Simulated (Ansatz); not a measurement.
Isolated molecules relaxed with PBE0-D4/def2-TZVP in Ansatz; ΔE leaves out vibrations. CCSD(T)/CBS is the MP2 limit (def2-TZVPP, def2-QZVPP) plus CCSD(T) − MP2 in def2-TZVPP, frozen cores. DFT in def2-TZVPP. For Br, Ge outer-core shells are correlated without core-valence functions, which leaves a few kJ/mol of doubt a bond. Scalar relativity is left out up to krypton. One conformer a species, not always the lowest.

`O[SiH2]CBr` + `C[NH][GeH3]` → `C[N]([GeH3])[SiH2]O` + `CBr`  (ligand exchange at the Si–C bond)

(1) Is it downhill or uphill in electronic energy at CCSD(T)/CBS, and by how much? (Estimate.)

(2) What do these levels give: PBE-D4, B2PLYP, CCSD(T)/def2-TZVPP, HF/CBS(def2), MP2/CBS(def2), CCSD/CBS(def2)? (Best estimate.)

Largest T1 diagnostic among the species: 0.012.

Results:

(1) Ansatz gave: Downhill: ΔE = -77.1 kJ/mol.

(2) The calculation gave: PBE-D4 -71.7, B2PLYP -77.6, CCSD(T)/def2-TZVPP -79.9, HF/CBS(def2) -79.5, MP2/CBS(def2) -79.4, CCSD/CBS(def2) -76.6 kJ/mol.

The D4 term adds −6.0 kJ/mol with B3LYP and −3.5 kJ/mol with PBE0; it sums over pairs of atoms, weighted by their polarisabilities, and B3LYP, whose exchange is more repulsive, gets the larger term.

B3LYP here is the variant with VWN-RPA as its local correlation; programs differ in this.
